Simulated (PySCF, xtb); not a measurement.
CH8FNSi2, SMILES N[SiH2][SiH2]CF. Other conformers were not sampled.

Harmonic wavenumbers (cm⁻¹) from GFN2-xTB (xtb) at its own minimum, in rising order: 27, 67, 93, 163, 182, 286, 352, 427, 455, 566, 567, 609, 638, 699, 712, 749, 767, 812, 830, 894, 1011, 1205, 1273, 1455, 1526, 2182, 2200, 2207, 2211, 2947, 2963, 3464, 3495.

### Question
What does PBE-D3(BJ)/def2-SVP (PySCF 2.14.0) give at its own minimum? (Estimate from the structure and the level; the computed values follow.)

### Answer
53, 91, 107, 166, 235, 297, 351, 401, 499, 511, 577, 621, 685, 734, 801, 810, 835, 875, 893, 913, 997, 1192, 1243, 1398, 1499, 2130, 2143, 2152, 2162, 2956, 3022, 3461, 3561. Paired by order, the mean absolute difference is 37 cm⁻¹ and the zero-point energies are 54.4 and 54.9 kcal/mol.
